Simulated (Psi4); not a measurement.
CH2Cl (SMILES [CH2]Cl), doublet, at a GFN2-xTB geometry; PBE/aug-cc-pVDZ (Psi4).

The Psi4 input:
```
memory 2 GB

molecule mol {
0 2
  C    -1.098627    0.003037   -0.023013
  Cl    0.576869   -0.001595    0.012084
  H    -1.604785    0.945302   -0.039270
  H    -1.610222   -0.936413   -0.028077
}

set basis aug-cc-pvdz
set reference uks

energy('pbe')
print_variables()
```

Q: What does Psi4 print? Leave out banner, timings and long lists.

A: 
```
   => Loading Basis Set <=

    Name: AUG-CC-PVDZ
    Role: ORBITAL
    Keyword: BASIS

         ---------------------------------------------------------
                                   SCF
               by Justin Turney, Rob Parrish, Andy Simmonett
                          and Daniel G. A. Smith
                              UKS Reference
         ---------------------------------------------------------

  ==> Geometry <==

    Molecular point group: c1
    Full point group: C1

    Geometry (in Angstrom), charge = 0, multiplicity = 2:

       Center              X                  Y                   Z               Mass
    ------------   -----------------  -----------------  -----------------  -----------------
         C           -1.175156480432     0.003248756019    -0.024616234063    12.000000000000
         CL           0.500339519568    -0.001383243981     0.010480765937    34.968852682000
         H           -1.681314480432     0.945513756019    -0.040873234063     1.007825032230
         H           -1.686751480432    -0.936201243981    -0.029680234063     1.007825032230

  Running in c1 symmetry.

  Rotational constants: A =      9.44745  B =      0.54281  C =      0.51332 [cm^-1]
  Rotational constants: A = 283227.46712  B =  16273.05852  C =  15388.87832 [MHz]
  Nuclear repulsion =   45.988575052739712

  Charge       = 0
  Multiplicity = 2
  Electrons    = 25
  Nalpha       = 13
  Nbeta        = 12

  ==> Algorithm <==

  SCF Algorithm Type is DF.
  DIIS enabled.
  MOM disabled.
  Fractional occupation disabled.
  Guess Type is SAD.
  Energy threshold   = 1.00e-06
  Density threshold  = 1.00e-06
  Integral threshold = 1.00e-12

  ==> Primary Basis <==

  Basis Set: AUG-CC-PVDZ
    Blend: AUG-CC-PVDZ
    Number of shells: 30
    Number of basis functions: 68
    Number of Cartesian functions: 72
    Spherical Harmonics?: true
    Max angular momentum: 2

  ==> DFT Potential <==

   => LibXC <=

    Version 7.1.2
    S. Lehtola, C. Steigemann, M. J. T. Oliveira, and M. A. L. Marques,  SoftwareX 7, 1–5 (2018) (10.1016/j.softx.2017.11.002)

   => Composite Functional: PBE <=

    PBE GGA Exchange-Correlation Functional

    J.P. Perdew et. al., Phys. Rev. Lett., 77(18), 3865-3868, 1996

    Deriv               =              1
    GGA                 =           TRUE
    Meta                =          FALSE

    Exchange Hybrid     =          FALSE
    MP2 Hybrid          =          FALSE

   => Exchange Functionals <=

    1.0000     XC_GGA_X_PBE

   => Correlation Functionals <=

    1.0000     XC_GGA_C_PBE

   => LibXC Density Thresholds  <==

    XC_GGA_C_PBE:  1.00E-12
    XC_GGA_X_PBE:  1.00E-15

   => Molecular Quadrature <=

    Radial Scheme          =       TREUTLER
    Pruning Scheme         =           NONE
    Nuclear Scheme         =       TREUTLER

    Blocking Scheme        =         OCTREE
    BS radius alpha        =              1
    Pruning alpha          =              1
    Radial Points          =             75
    Spherical Points       =            302
    Total Points           =          88240
    Total Blocks           =            706
    Max Points             =            256
    Max Functions          =             68
    Weights Tolerance      =       1.00E-15

   => Loading Basis Set <=

    Name: (AUG-CC-PVDZ AUX)
    Role: JKFIT
    Keyword: DF_BASIS_SCF

  ==> Integral Setup <==

  SCF_SUBTYPE=INCORE selected. In-core MEM_DF algorithm will be used.
  Using in-core AOs.

  ==> MemDFJK: Density-Fitted J/K Matrices <==

    J tasked:                   Yes
    K tasked:                    No
    wK tasked:                   No
    Algorithm:                 Core
    Schwarz Cutoff:           1E-12
    Mask sparsity (%):       0.0000
    Fitting Condition:        1E-10

   => Auxiliary Basis Set <=

  Basis Set: (AUG-CC-PVDZ AUX)
    Blend: AUG-CC-PVDZ-JKFIT
    Number of shells: 92
    Number of basis functions: 278
    Number of Cartesian functions: 321
    Spherical Harmonics?: true
    Max angular momentum: 3

  Minimum eigenvalue in the overlap matrix is 7.0072728887E-04.
  Reciprocal condition number of the overlap matrix is 1.0093034728E-04.
    Using symmetric orthogonalization.

  ==> Pre-Iterations <==

  SCF Guess: Superposition of Atomic Densities via on-the-fly atomic UHF (no occupation information).

   -------------------------
    Irrep   Nso     Nmo
   -------------------------
     A         68      68
   -------------------------
    Total      68      68
   -------------------------

  ==> Iterations <==

                           Total Energy        Delta E     RMS |[F,P]|

   @DF-UKS iter SAD:  -498.97641145049397   -4.98976e+02   0.00000e+00
   @DF-UKS iter   1:  -498.84289374304478    1.33518e-01   1.17277e-02 DIIS/ADIIS
   @DF-UKS iter   2:  -497.70217834314525    1.14072e+00   1.90764e-02 DIIS/ADIIS
   @DF-UKS iter   3:  -499.19513188892978   -1.49295e+00   1.73710e-03 DIIS/ADIIS
   @DF-UKS iter   4:  -499.20364175974163   -8.50987e-03   9.05243e-04 DIIS/ADIIS
   @DF-UKS iter   5:  -499.20593538666822   -2.29363e-03   6.66687e-05 DIIS
   @DF-UKS iter   6:  -499.20596525869968   -2.98720e-05   2.06460e-05 DIIS
   @DF-UKS iter   7:  -499.20596635893281   -1.10023e-06   1.58045e-05 DIIS
   @DF-UKS iter   8:  -499.20596703013609   -6.71203e-07   2.37093e-06 DIIS
   @DF-UKS iter   9:  -499.20596705088531   -2.07492e-08   7.03746e-07 DIIS
  Energy and wave function converged.

  ==> Post-Iterations <==

   Electrons on quadrature grid:
      Nalpha   =   12.9999983681 ; deviation = -1.632e-06
      Nbeta    =   11.9999999072 ; deviation = -9.282e-08
      Ntotal   =   24.9999982753 ; deviation = -1.725e-06

   @Spin Contamination Metric:   3.354607476E-03
   @S^2 Expected:                7.500000000E-01
   @S^2 Observed:                7.533546075E-01
   @S   Expected:                5.000000000E-01
   @S   Observed:                5.000000000E-01

    Orbital Energies [Eh]
    ---------------------

    Alpha Occupied:

[...]
      13A     -0.178901

    Alpha Virtual:

[...]
      68A      2.582511

    Beta Occupied:

[...]
    Beta Virtual:

[...]
    Final Occupation by Irrep:
              A
    DOCC [    12 ]
    SOCC [     1 ]
    NA   [    13 ]
    NB   [    12 ]

  @DF-UKS Final Energy:  -499.20596705088531

   => Energetics <=

    Nuclear Repulsion Energy =             45.9885750527397121
    One-Electron Energy =                -778.5172940540774107
    Two-Electron Energy =                 267.4563202391375967
    DFT Exchange-Correlation Energy =     -34.1335682886852254
    Empirical Dispersion Energy =           0.0000000000000000
    VV10 Nonlocal Energy =                  0.0000000000000000
    Total Energy =                       -499.2059670508853060

  UHF NO Occupations:
  HONO-2 :   11  A 1.9995967
  HONO-1 :   12  A 1.9990780
  HONO-0 :   13  A 1.0000000
  LUNO+0 :   14  A 0.0009220
  LUNO+1 :   15  A 0.0004033
  LUNO+2 :   16  A 0.0001628
  LUNO+3 :   17  A 0.0001611

Computation Completed

Properties will be evaluated at   0.000000,   0.000000,   0.000000 [a0]

Properties computed using the SCF density matrix

 Multipole Moments:

 ------------------------------------------------------------------------------------
     Multipole            Electronic (a.u.)      Nuclear  (a.u.)        Total (a.u.)
 ------------------------------------------------------------------------------------

 L = 1.  Multiply by 2.5417464519 to convert [e a0] to [Debye]
 Dipole X            :          3.2574160           -3.6154864           -0.3580704
 Dipole Y            :         -0.0090065            0.0099965            0.0009899
 Dipole Z            :          0.0682349           -0.0757362           -0.0075012
 Magnitude           :                                                    0.3581503

 ------------------------------------------------------------------------------------

  Variable Map:
  ----------------------------------------------------------------------------
[...]
  Array Variable Map:
  ----------------------------------------------------------------------------
[...]
[...]
```
